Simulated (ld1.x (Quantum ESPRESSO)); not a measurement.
**What one change does to a pseudopotential (Pm (Z = 61), TM semilocal)**

- Element: Pm (Z = 61)
- Generator: ld1.x (Quantum ESPRESSO) 7.5
- Type: norm-conserving Troullier–Martins (semilocal form)
- Functional: PBEsol
- Relativity: scalar-relativistic
- Frozen core: [Kr] 4d10
- Valence charge: 15
- Reference configuration: 4f5 5s2 5p6 5d0 6s2 6p0
- Partial waves: 5s (bound): rc 1.75 bohr; 5p (bound): rc 1.90 bohr; 4f (bound): rc 0.95 bohr; 5d (bound, empty): rc 3.35 bohr
- Local potential: the d channel
- Core correction: none

Occupied shells without a wave of their own: 6s. They enter only through the test configuration that unscreens the potential.

All-electron outer shells of the reference configuration (PBEsol, scalar-relativistic, ld1.x):

```json
{"shell": "4p", "level (eV)": "-236.42", "outermost node (bohr)": "0.31", "outermost maximum (bohr)": "0.58"}
{"shell": "4d", "level (eV)": "-122.65", "outermost node (bohr)": "0.29", "outermost maximum (bohr)": "0.60"}
{"shell": "5s", "level (eV)": "-41.90", "outermost node (bohr)": "0.70", "outermost maximum (bohr)": "1.29"}
{"shell": "5p", "level (eV)": "-22.68", "outermost node (bohr)": "0.75", "outermost maximum (bohr)": "1.46"}
{"shell": "6s", "level (eV)": "-3.56", "outermost node (bohr)": "1.73", "outermost maximum (bohr)": "3.72"}
{"shell": "4f", "level (eV)": "-2.19", "outermost node (bohr)": "–", "outermost maximum (bohr)": "0.64"}
{"shell": "5d", "level (eV)": "-1.82", "outermost node (bohr)": "0.86", "outermost maximum (bohr)": "2.20"}
{"shell": "6p", "level (eV)": "-1.20", "outermost node (bohr)": "2.09", "outermost maximum (bohr)": "4.96"}
```

Change: all radii scaled by about 1.07 (s 1.88, p 2.04, d 3.58, f 1.02 bohr).

Cutoffs: the cutoffs (Ry, on a coarse ladder) from which the occupation-weighted sum of valence levels, in a spherical-Bessel basis at the reference potential, stays within 10 and 1 mRy of its value at 400 Ry; they do not see the model core or the augmentation charge, which bear on the density cutoff. Errors are all-electron minus pseudo energies relative to the spin-unpolarised reference configuration.

Task: What does the change do?

Result: Of the 7 tests that both files solve, the error grows in 7 and shrinks in 0 by more than 15 % and 0.3 meV (median size 288.0 → 435.6 meV); neither file shows a bound ghost at the reference potential, the only one tested. More of the atom is replaced by a form fitted at one configuration, so other configurations suffer. A semilocal file is local in each channel, so a ghost entry of none says nothing of the separable form that plane-wave codes build from it.

| quantity | base | changed |
| --- | --- | --- |
| cutoffs, loose and tight | not determined | 300 Ry, over 300 Ry |
| bound ghosts | none | none |
| largest miss of a reference level, eV | 0.12 | 0.21 |
| error for 4f5 5s2 5p6 5d0 6s1 6p0, meV [ΔE 5.89 eV] | -162 | -292 |
| error for 4f5 5s2 5p6 5d0 6s0 6p0, meV [ΔE 16.73 eV] | -440 | -797 |
| error for 4f4 5s2 5p6 5d0 6s0 6p0, meV [ΔE 39.97 eV] | -771 | -1335 |
| error for 4f5 5s2 5p6 5d1 6s0 6p0, meV [ΔE 7.09 eV] | -288 | -522 |
| error for 4f5 5s1 5p6 5d0 6s2 6p0, meV [ΔE 47.26 eV] | +11 | +47 |
| error for 4f4 5s2 5p6 5d1 6s1 6p0, meV [ΔE 8.84 eV] | -305 | -436 |
| error for 4f5 5s2 5p6 5d0 6s1.5 6p0, meV [ΔE 2.35 eV] | -70 | -126 |

Base: These tests converged, but a pseudo level misses the all-electron one widely, so the file describes the atom poorly there or has found another state: 4f5 5s2 5p6 5d0 6s0 6p0: empty 6p by 6.7 eV; 4f5 5s1 5p6 5d0 6s2 6p0: empty 6p by 4.4 eV; 4f4 5s2 5p6 5d1 6s1 6p0: empty 6p by 3.9 eV. The 6s level has no wave, so the channel is fitted at the deeper level alone: the likely source of the large errors. Changed file: These tests converged, but a pseudo level misses the all-electron one widely, so the file describes the atom poorly there or has found another state: 4f5 5s2 5p6 5d0 6s0 6p0: empty 6p by 6.7 eV; 4f5 5s1 5p6 5d0 6s2 6p0: empty 6p by 4.4 eV; 4f4 5s2 5p6 5d1 6s1 6p0: empty 6p by 3.9 eV. The 6s level has no wave, so the channel is fitted at the deeper level alone: the likely source of the large errors.
